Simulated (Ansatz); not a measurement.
Input (CCSDT(Q)/cc-pVDZ; Ansatz, a quantum-chemistry and plane-wave program):

Ansatz 0.2 input:
```yaml
crystal:
  periodic: [false, false, false]
  atoms:
    - {symbol: C, position_ang: [-1.99449329, 0.40781277, -0.03498648]}
    - {symbol: C, position_ang: [-0.69874849, 0.63967392, 0.03078821]}
    - {symbol: F, position_ang: [-0.19168102, 1.86668685, 0.15498079]}
    - {symbol: Br, position_ang: [0.65548301, -0.67787255, -0.03562338]}
    - {symbol: H, position_ang: [-2.37078818, -0.59656683, -0.13527825]}
    - {symbol: H, position_ang: [-2.68653721, 1.23700445, 0.01245889]}
basis:
  gaussian:
    orbitals: cc-pVDZ
magnetization: {spin_polarized: false}
correlation: {method: ccsdt_q, electrons: outside_noble_gas}
```

Output:

```
Functional definition: HF
integrals: 0.10 GiB planned
1499 factors; integrals over basis functions are off by at most 1.9e-7 eV
mean field: 0.44 GiB planned
mean field evaluation 1: about -74793.1904 eV, gradient 3.0e1 eV
mean field evaluation 2: about -74793.3199 eV, gradient 3.0e1 eV
mean field evaluation 4: about -74795.6592 eV, gradient 3.0e0 eV
mean field evaluation 8: about -74795.7143 eV, gradient 3.9e-1 eV
mean field evaluation 16: about -74793.1884 eV, gradient 3.0e1 eV
mean field -74795.71524960 eV, -2748.6918370661 hartree, gradient 2.0e-6 eV, S^2 0.000000; 0 other end points of the search recorded, 0 dependent functions left out
17 core orbitals not correlated
reference -74795.71524960 eV, -2748.6918370661 hartree; 12, 12 occupied and 50, 50 virtual orbitals, 1499 factors
second order -15.38477887 eV of doubles, -0.00000000 eV of singles
coupled cluster: 1.76 GiB planned
cycle   1  -15.68599638 eV  change   -3.0e-1 eV  update   1.1e-1
cycle   2  -16.30623748 eV  change   -6.2e-1 eV  update   5.3e-2
cycle   3  -16.69496348 eV  change   -3.9e-1 eV  update   2.4e-2
cycle   4  -16.66974341 eV  change    2.5e-2 eV  update   8.8e-3
cycle   5  -16.65177238 eV  change    1.8e-2 eV  update   4.6e-3
cycle   6  -16.65641435 eV  change   -4.6e-3 eV  update   1.8e-3
cycle   7  -16.65876838 eV  change   -2.4e-3 eV  update   6.0e-4
cycle   8  -16.65897793 eV  change   -2.1e-4 eV  update   2.9e-4
cycle   9  -16.65871847 eV  change    2.6e-4 eV  update   1.0e-4
cycle  10  -16.65884267 eV  change   -1.2e-4 eV  update   4.5e-5
cycle  11  -16.65876876 eV  change    7.4e-5 eV  update   2.3e-5
cycle  12  -16.65875819 eV  change    1.1e-5 eV  update   9.6e-6
cycle  13  -16.65876361 eV  change   -5.4e-6 eV  update   3.6e-6
cycle  14  -16.65876361 eV  change    7.0e-9 eV  update   1.8e-6
cycle  15  -16.65876073 eV  change    2.9e-6 eV  update   8.7e-7
cycle  16  -16.65876053 eV  change    2.0e-7 eV  update   4.3e-7
coupled cluster: 1.76 GiB planned
perturbative correction -0.04206213 eV, -0.0015457547 hartree
Total energy: -74812.41607226 eV, -2749.3055809786 hartree
```
